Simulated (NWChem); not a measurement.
System meant: neopentane (C5H12); SMILES CC(C)(C)C

The following NWChem deck was run.

```
start job
memory heap 200 mb stack 900 mb global 1100 mb
geometry units angstroms noautoz
  C     -1.085797    -0.046711     1.078762
  C     -0.000054     0.000096     0.000038
  C      1.378211    -0.110807     0.657942
  C     -0.096016     1.323693    -0.763854
  C     -0.196455    -1.166089    -0.972755
  H     -0.970718     0.782165     1.795839
  H     -2.091606     0.031175     0.635216
  H     -1.042311    -0.989867     1.647114
  H      2.182547    -0.080141    -0.094770
  H      1.549701     0.716561     1.365425
  H      1.478057    -1.055424     1.216689
  H      0.041642     2.184042    -0.089092
  H     -1.079145     1.432942    -1.249650
  H      0.674629     1.387116    -1.549069
  H     -1.181846    -1.114049    -1.463480
  H     -0.132660    -2.134826    -0.451234
  H      0.571891    -1.159782    -1.762769
end
basis spherical
  * library def2-svp
end
dft
  xc xpbe96 cpbe96
  iterations 4
  mulliken
end
task dft energy
```

End of the output:

```
    Atom       Charge   Shell Charges
 -----------   ------   -------------------------------------------------------
    1 C    6     6.05   1.96  0.59  0.30  1.90  1.23  0.07
    2 C    6     6.08   1.96  0.60  0.29  1.97  1.14  0.12
    3 C    6     6.05   1.96  0.59  0.30  1.90  1.23  0.07
    4 C    6     6.05   1.96  0.59  0.30  1.90  1.23  0.07
    5 C    6     6.05   1.96  0.59  0.30  1.90  1.23  0.07
    6 H    1     0.98   0.64  0.27  0.07
    7 H    1     0.98   0.64  0.27  0.07
    8 H    1     0.98   0.64  0.27  0.07
    9 H    1     0.98   0.64  0.27  0.07
   10 H    1     0.98   0.64  0.27  0.07
   11 H    1     0.98   0.64  0.27  0.07
   12 H    1     0.98   0.64  0.27  0.07
   13 H    1     0.98   0.64  0.27  0.07
   14 H    1     0.98   0.64  0.27  0.07
   15 H    1     0.98   0.64  0.27  0.07
   16 H    1     0.98   0.64  0.27  0.07
   17 H    1     0.98   0.64  0.27  0.07

 center of mass
 --------------
 x =   0.00001023 y =  -0.00000611 z =  -0.00000505

 moments of inertia (a.u.)
 ------------------
         405.545573389934           0.000000000000          -0.000000000000
           0.000000000000         405.539547777505           0.000000000000
          -0.000000000000           0.000000000000         405.555504515327

     Multipole analysis of the density
     ---------------------------------

     L   x y z        total         alpha         beta         nuclear
     -   - - -        -----         -----         ----         -------
     0   0 0 0      0.000000    -21.000000    -21.000000     42.000000

     1   1 0 0      0.000018      0.000009      0.000009     -0.000000
     1   0 1 0      0.000000      0.000000      0.000000      0.000000
     1   0 0 1      0.000018      0.000009      0.000009      0.000000

     2   2 0 0    -26.289572    -80.772107    -80.772107    135.254643
     2   1 1 0     -0.000015      0.000236      0.000236     -0.000487
     2   1 0 1      0.000094     -0.000266     -0.000266      0.000626
     2   0 2 0    -26.289569    -80.773729    -80.773729    135.257890
     2   0 1 1      0.000177     -0.000055     -0.000055      0.000287
     2   0 0 2    -26.289564    -80.768755    -80.768755    135.247946

 ------------------------------------------------------------------------
 dft energy failed                                                                                  0
 ------------------------------------------------------------------------
 ------------------------------------------------------------------------
  current input line :
    30: task dft energy
 ------------------------------------------------------------------------
 ------------------------------------------------------------------------
 This type of error is most commonly associated with calculations not reaching convergence criteria
 ------------------------------------------------------------------------
 For more information see the NWChem manual at https://nwchemgit.github.io

0:dft energy failed:Received an Error in Communication
```

Problem. Find the fault in this run and fix the input.

Solution. Convergence was not reached. Cause: the SCF was allowed too few iterations. This input runs:
```
start job
memory heap 200 mb stack 900 mb global 1100 mb
geometry units angstroms noautoz
  C     -1.085797    -0.046711     1.078762
  C     -0.000054     0.000096     0.000038
  C      1.378211    -0.110807     0.657942
  C     -0.096016     1.323693    -0.763854
  C     -0.196455    -1.166089    -0.972755
  H     -0.970718     0.782165     1.795839
  H     -2.091606     0.031175     0.635216
  H     -1.042311    -0.989867     1.647114
  H      2.182547    -0.080141    -0.094770
  H      1.549701     0.716561     1.365425
  H      1.478057    -1.055424     1.216689
  H      0.041642     2.184042    -0.089092
  H     -1.079145     1.432942    -1.249650
  H      0.674629     1.387116    -1.549069
  H     -1.181846    -1.114049    -1.463480
  H     -0.132660    -2.134826    -0.451234
  H      0.571891    -1.159782    -1.762769
end
basis spherical
  * library def2-svp
end
dft
  xc xpbe96 cpbe96
  iterations 150
  mulliken
end
task dft energy
```
It converges to -197.32850 Ha (PBE/def2-SVP).
